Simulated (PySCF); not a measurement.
# Continuum solvent and chemical shifts

Molfile (atoms numbered from 1):
```
C7H13FO2
     RDKit          3D

 23 23  0  0  0  0  0  0  0  0999 V2000
    1.6558    1.6430   -0.7805 C   0  0  0  0  0  0  0  0  0  0  0  0
    2.4698    0.3632   -0.7519 C   0  0  0  0  0  0  0  0  0  0  0  0
    1.7858   -0.7726   -1.2317 O   0  0  0  0  0  0  0  0  0  0  0  0
    0.7891   -1.2292   -0.3974 C   0  0  2  0  0  0  0  0  0  0  0  0
   -0.1982   -2.1843   -0.9676 C   0  0  0  0  0  0  0  0  0  0  0  0
   -0.6302   -0.7869   -0.6180 C   0  0  1  0  0  0  0  0  0  0  0  0
   -1.5261   -0.5184    0.5496 C   0  0  1  0  0  0  0  0  0  0  0  0
   -1.2812   -1.4479    1.5475 F   0  0  0  0  0  0  0  0  0  0  0  0
   -1.2841    0.7441    1.0225 O   0  0  0  0  0  0  0  0  0  0  0  0
   -2.1896    1.1961    1.9964 C   0  0  0  0  0  0  0  0  0  0  0  0
    1.2899    1.8458   -1.7989 H   0  0  0  0  0  0  0  0  0  0  0  0
    2.2848    2.4916   -0.4693 H   0  0  0  0  0  0  0  0  0  0  0  0
    0.7913    1.5913   -0.1028 H   0  0  0  0  0  0  0  0  0  0  0  0
    3.3589    0.4599   -1.3942 H   0  0  0  0  0  0  0  0  0  0  0  0
    2.8336    0.1714    0.2779 H   0  0  0  0  0  0  0  0  0  0  0  0
    1.0944   -1.3915    0.6461 H   0  0  0  0  0  0  0  0  0  0  0  0
   -0.5369   -3.0013   -0.3264 H   0  0  0  0  0  0  0  0  0  0  0  0
   -0.0976   -2.4212   -2.0291 H   0  0  0  0  0  0  0  0  0  0  0  0
   -0.7843   -0.1014   -1.4553 H   0  0  0  0  0  0  0  0  0  0  0  0
   -2.5993   -0.6397    0.2918 H   0  0  0  0  0  0  0  0  0  0  0  0
   -1.9324    2.2385    2.2248 H   0  0  0  0  0  0  0  0  0  0  0  0
   -2.1235    0.5980    2.9201 H   0  0  0  0  0  0  0  0  0  0  0  0
   -3.2304    1.1586    1.6242 H   0  0  0  0  0  0  0  0  0  0  0  0
  1  2  1  0
  2  3  1  0
  3  4  1  0
  4  5  1  0
  5  6  1  0
  6  7  1  0
  7  8  1  0
  7  9  1  0
  9 10  1  0
  6  4  1  0
  1 11  1  0
  1 12  1  0
  1 13  1  0
  2 14  1  0
  2 15  1  0
  4 16  1  1
  5 17  1  0
  5 18  1  0
  6 19  1  6
  7 20  1  6
 10 21  1  0
 10 22  1  0
 10 23  1  0
M  END
```

GIAO PBE0/pcSseg-1 in PySCF 2.14 on one PBE0-D3(BJ)/def2-SVP conformer, non-relativistic, equivalent nuclei averaged. Solvents enter as an IEF-PCM continuum (cyclohexane with ε = 2.0, acetonitrile with ε = 35.7) around the gas-phase geometry. Shifts are referred to TMS, CFCl3 computed in the same medium.

Gas phase, δ in ppm: C7 112.3, C2 68.8, C10 56.5, C4 53.1, C6 24.3, C1 15.3, C5 8.3, F8 -168.2, H20 5.06, H14 3.71, H21/H22/H23 3.50, H15 3.42, H16 2.82, H11/H12/H13 1.29. Dipole moment 2.15 D.

Problem. How does each δ change in the continuum?

Solution. 
```json
{"atoms": "C7", "environment": "sp3 CH bonded to F and O", "Δδ, cyclohexane": "+0.4", "Δδ, acetonitrile": "+1.1"}
{"atoms": "C2", "environment": "sp3 CH2 bonded to O", "Δδ, cyclohexane": "+0.3", "Δδ, acetonitrile": "+0.8"}
{"atoms": "C10", "environment": "methyl carbon bonded to O", "Δδ, cyclohexane": "+0.4", "Δδ, acetonitrile": "+0.9"}
{"atoms": "C4", "environment": "three-membered-ring carbon", "Δδ, cyclohexane": "+0.1", "Δδ, acetonitrile": "+0.2"}
{"atoms": "C6", "environment": "three-membered-ring carbon", "Δδ, cyclohexane": "+0.2", "Δδ, acetonitrile": "+0.5"}
{"atoms": "C1", "environment": "methyl carbon", "Δδ, cyclohexane": "+0.2", "Δδ, acetonitrile": "+0.5"}
{"atoms": "C5", "environment": "three-membered-ring carbon", "Δδ, cyclohexane": "+0.1", "Δδ, acetonitrile": "+0.4"}
{"atoms": "F8", "environment": "fluorine on an sp3 carbon", "Δδ, cyclohexane": "-1.5", "Δδ, acetonitrile": "-3.5"}
{"atoms": "H20", "environment": "hydrogen on an sp3 CH bonded to F and O", "Δδ, cyclohexane": "+0.08", "Δδ, acetonitrile": "+0.24"}
{"atoms": "H14", "environment": "hydrogen on an sp3 CH2 bonded to O", "Δδ, cyclohexane": "+0.02", "Δδ, acetonitrile": "+0.05"}
{"atoms": "H21/H22/H23", "environment": "hydrogen on a methyl carbon bonded to O", "Δδ, cyclohexane": "+0.05", "Δδ, acetonitrile": "+0.13"}
{"atoms": "H15", "environment": "hydrogen on an sp3 CH2 bonded to O", "Δδ, cyclohexane": "+0.06", "Δδ, acetonitrile": "+0.15"}
{"atoms": "H16", "environment": "hydrogen on a three-membered-ring carbon", "Δδ, cyclohexane": "+0.03", "Δδ, acetonitrile": "+0.05"}
{"atoms": "H11/H12/H13", "environment": "hydrogen on a methyl carbon", "Δδ, cyclohexane": "0.00", "Δδ, acetonitrile": "0.00"}
```

Changes are relative to the gas phase. The dipole moment becomes 2.35 D in cyclohexane, 2.67 D in acetonitrile.

Problem. Which of the listed nuclei move most (in ppm), and what does the model miss? (N and O are left out, as their reference compounds move with the solvent too.)

Solution. F8 (fluorine on an sp3 carbon, -3.5 ppm) in acetonitrile. A continuum only polarises the solute; specific hydrogen bonds, the anisotropy of aromatic solvents and changes of geometry or conformer are outside it.
